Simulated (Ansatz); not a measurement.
`F[SiH2]B[SiH3]`, relaxed with RKS PBE-D4/def2-SVP in the Gaussian-basis code of Ansatz from a rough embedded geometry. The force threshold is 0.03 eV/Å; the program also tests the step.

Charge 0, multiplicity 1.

Start:

```xyz
10

F    -1.529    0.791    1.745
Si   -1.492    0.796    0.087
B    -0.295   -0.601   -0.446
Si    1.604   -0.563    0.022
H    -2.836    0.516   -0.474
H    -1.009    2.105   -0.415
H    -0.643   -1.489   -1.178
H     1.893   -1.760    0.827
H     1.836    0.678    0.923
H     2.472   -0.475   -1.090
```

(1) By how much does the energy fall, and how many steps does the optimiser take? (An estimate is asked.)

(2) Which bonds change most? (An estimate is asked.)

(3) Give the relaxed structure. (An estimate is asked.)

Results:

(1) Computed: 11.05 kcal/mol, in 14 steps.

(2) Computed: Si4–H10 from 1.414 to 1.507 Å; Si2–B3 from 1.916 to 2.002 Å; B3–Si4 from 1.955 to 2.010 Å; Si4–H8 from 1.471 to 1.517 Å.

(3) Computed: 
```xyz
10

F    -1.084    1.260    1.594
Si   -1.558    0.753    0.098
B    -0.102   -0.271   -0.817
Si    1.635   -0.617    0.132
H    -2.790   -0.100    0.279
H    -1.935    1.976   -0.702
H    -0.328   -0.741   -1.918
H     1.287   -1.715    1.120
H     2.104    0.567    0.937
H     2.772   -1.112   -0.724
```
